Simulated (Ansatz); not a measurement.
A nudged elastic band was laid between two geometries of Cl₂FH₄NOZr (10 atoms, charge 0, multiplicity 1).

Level of theory: Ansatz 0.2.0, RKS B3LYP-D4/def2-SVP.

```
movable images  : 7
climbing image  : yes
spring          : 5.0 eV/Å²
optimiser       : quadratic models (default)
start path      : through a guess of the saddle point
force threshold : 0.03 eV/Å
iteration limit : 60
end points      : relaxed
```

Image 0:

```xyz
10
Properties=species:S:1:pos:R:3
Zr 0.101 0.123 0.556
N -0.372 -0.606 2.366
H -1.281 -0.506 2.818
H 0.218 -1.228 2.918
F 1.991 -0.301 0.601
Cl -1.631 1.837 0.406
Cl -0.622 -1.361 -1.159
O 1.247 2.126 0.548
H 2.185 2.205 0.777
H 0.781 2.967 0.670
```

Image 8:

```xyz
10
Properties=species:S:1:pos:R:3
Zr 0.318 0.506 0.039
N -0.293 0.203 2.401
H -1.255 0.487 2.598
H -0.187 -0.765 2.709
F 0.842 0.779 -1.781
Cl -1.871 1.488 -0.056
Cl 0.576 -1.879 0.142
O 1.706 1.566 0.880
H 2.459 2.093 0.589
H 0.323 0.779 2.979
```

Problem. What changes between the two ends?

Solution. Bonds broken: O8–H10. Bonds formed: N2–H10.

Problem. What energy profile does the band end with?

Solution. The run converged. The highest image is number 4 of 0 to 8, 0.33 eV above the first end and 1.35 eV above the last; the last end lies 1.02 eV below the first. A vibrational analysis at the climbing image gives one clearly imaginary mode, 731i cm⁻¹: a first-order saddle point. The orbitals stay closed-shell, which can raise the energy where a bond breaks towards radicals; this wasn't checked here.

```tsv
image	path coordinate (Å)	energy (eV)	O8–H10 (Å)	N2–H10 (Å)
0	0.00	0.00	0.97	4.12
1	1.04	0.02	0.97	3.71
2	2.08	0.09	0.97	3.11
3	3.12	0.14	0.97	2.28
4	4.17	0.33	1.11	1.44
5	4.98	-0.59	1.85	1.03
6	5.80	-0.84	2.23	1.02
7	6.62	-0.98	2.51	1.02
8	7.44	-1.02	2.63	1.02
```

Problem. What is the geometry of the highest image?

Solution. 
```xyz
10
Properties=species:S:1:pos:R:3
Zr 0.147 0.373 0.083
N -0.178 0.038 2.226
H -1.130 0.157 2.581
H 0.174 -0.829 2.637
F 1.848 0.252 -0.777
Cl -1.436 1.829 -0.890
Cl -0.635 -1.803 -0.481
O 1.124 1.850 1.418
H 2.016 2.209 1.505
H 0.689 1.182 2.198
```

Problem. What are the harmonic wavenumbers there?

Solution. 731i, 49, 102, 117, 133, 141, 180, 247, 296, 360, 395, 405, 542, 581, 640, 673, 719, 832, 1352, 1529, 1973, 3485, 3563, 3858 cm⁻¹.

Time of the run: 5.5 min on 4 threads of Arm Neoverse V1, on a shared host, peak memory 0.36 GiB.
